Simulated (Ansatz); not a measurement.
Mulliken charges of `[Se]=C[TeH]` from PBE/def2-TZVPP in Ansatz (PBE0-D4/def2-TZVP geometry).

| atom | x (Å) | y (Å) | z (Å) | charge (e) |
| --- | --- | --- | --- | --- |
| Se1 | -0.830 | -1.965 | -0.889 | -0.114 |
| C2 | -0.259 | -0.564 | 0.002 | -0.245 |
| Te3 | 0.648 | 1.082 | -0.843 | 0.258 |
| H4 | -0.363 | -0.500 | 1.083 | 0.127 |
| H5 | 0.853 | 1.875 | 0.605 | -0.026 |

Problem. By hand: the dipole of these point charges (1 e Å = 4.8032 D).

Solution. Σ q r = (0.257, 0.529, 0.005) e Å, of length 0.588 e Å = 2.82 D.

Problem. How does the dipole of the full density compare? (Best estimate.)

Solution. Ansatz gave: (0.186, 0.424, 0.166) e Å, 2.36 D; the point charges give 1.19 times that, at 19° from its direction.

Point charges leave out the atoms' own dipoles, such as those of lone pairs, and Mulliken's split depends on the basis, so the two needn't agree.
